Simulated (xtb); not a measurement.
C$_{5}$H$_{9}$O, charge +1, singlet, at a GFN2-xTB geometry; xtb 6.7.1 with GFN0-xTB with ALPB(acetone).

Here is a job for xtb.
```
$ xtb mol.xyz --gfn 0 --chrg 1 --alpb acetone --json

# file mol.xyz
15

O      1.98331428    -0.63990152    -0.02728142
C      0.78245456    -0.23407416    -0.00464625
C      0.31689025     1.12909171     0.26854165
C     -1.16730756     1.11833699    -0.12427967
C     -1.58915877    -0.33179118     0.12646995
C     -0.34204424    -1.13686668    -0.25687164
H      2.68935033     0.01943392     0.12315407
H      0.41019061     1.29208358     1.35221572
H      0.91336981     1.90936287    -0.20995171
H     -1.75480918     1.82761363     0.45161533
H     -1.27179405     1.36978737    -1.17969754
H     -1.82052009    -0.48585570     1.18041121
H     -2.46133190    -0.61574005    -0.45514328
H     -0.34313553    -1.35910584    -1.33335732
H     -0.23283981    -2.10654762     0.23372077
```

Problem. Predict the main parts of the log of this xtb run.

Solution. 
```
   ID    Z sym.   atoms
    1    8 O      1
    2    6 C      2-6
    3    1 H      7-15

           -------------------------------------------------
          |                Calculation Setup                |
           -------------------------------------------------

           -------------------------------------------------
          |                 G F N 0 - x T B                 |
           -------------------------------------------------

      * Solvation model:               ALPB
        Solvent                        acetone
        Parameter file                 internal GFN-FF/ALPB
        Dielectric constant                2.0700E+01
        Reference state                gsolv [1 M gas/solution]
        Free energy shift                  6.0874E-03 Eh       3.8199E+00 kcal/mol
        Temperature                        2.9815E+02 K
        Density                            7.9000E-01 kg/L
        Solvent mass                       5.8080E+01 g/mol
        Interaction kernel             P16
        Born radius scaling (c1)           2.0623E+00
        Born radii integrator          GBOBC
        Born offset                        0.0000E+00 a0       0.0000E+00 AA
        H-bond correction              true
        Ion screening                  false
        Surface tension                    1.0000E-05 Eh       1.5569E+01 dyn/cm
        Grid points                               230 per atom

          ...................................................
          :                      SETUP                      :
          :.................................................:
          :  # basis functions                  42          :
          :  # atomic orbitals                  42          :
          :  # shells                           30          :
          :  # electrons                        34          :
          :  electronic temp.          300.0000000     K    :
          :  accuracy                    1.0000000          :
          :  -> integral cutoff          0.2500000E+02      :
          :  -> integral neglect         0.1000000E-07      :
          ...................................................

         :::::::::::::::::::::::::::::::::::::::::::::::::::::
         ::                     SUMMARY                     ::
         :::::::::::::::::::::::::::::::::::::::::::::::::::::
         :: total energy             -17.202777018979 Eh    ::
         :: total w/o Gsasa/hb       -17.195452668928 Eh    ::
[...]
     8   1 H        0.923     0.202     1.091     1.633
     9   1 H        0.924     0.205     1.074     1.621
    10   1 H        0.925     0.208     1.059     1.609
    11   1 H        0.925     0.205     1.075     1.621
    12   1 H        0.925     0.208     1.057     1.608
    13   1 H        0.925     0.211     1.045     1.598
    14   1 H        0.923     0.201     1.094     1.636
    15   1 H        0.924     0.217     1.014     1.575

 Mol. C6AA /au·bohr⁶  :       1561.618724
 Mol. C8AA /au·bohr⁸  :      36619.696200
 Mol. α(0) /au        :         58.631545

Wiberg/Mayer (AO) data.
largest (>0.10) Wiberg bond orders for each atom

 ---------------------------------------------------------------------------
     #   Z sym  total        # sym  WBO       # sym  WBO       # sym  WBO
 ---------------------------------------------------------------------------
     1   8 O    2.829 --     2 C    1.717     7 H    0.971
     2   6 C    3.832 --     1 O    1.717     6 C    1.029     3 C    1.023
     3   6 C    3.987 --     2 C    1.023     4 C    1.002     9 H    0.960
                             8 H    0.943
     4   6 C    3.990 --     5 C    1.009     3 C    1.002    10 H    0.981
                            11 H    0.978
     5   6 C    3.989 --     4 C    1.009     6 C    1.004    13 H    0.981
                            12 H    0.978
     6   6 C    3.987 --     2 C    1.029     5 C    1.004    15 H    0.958
                            14 H    0.942
     7   1 H    0.987 --     1 O    0.971
     8   1 H    0.986 --     3 C    0.943
     9   1 H    0.986 --     3 C    0.960
    10   1 H    0.984 --     4 C    0.981
    11   1 H    0.982 --     4 C    0.978
    12   1 H    0.982 --     5 C    0.978
    13   1 H    0.985 --     5 C    0.981
    14   1 H    0.987 --     6 C    0.942
    15   1 H    0.987 --     6 C    0.958
 ---------------------------------------------------------------------------

Topologies differ in total number of bonds
Writing topology from bond orders to xtbtopo.mol

 dipole moment from electron density (au)
     X       Y       Z
   2.5348  -0.2884   0.0690  total (Debye):    6.487

           -------------------------------------------------
          | TOTAL ENERGY              -17.202777018979 Eh   |
          | GRADIENT NORM               0.077882246579 Eh/α |
          | HOMO-LUMO GAP               4.393274655648 eV   |
           -------------------------------------------------

normal termination of xtb
```
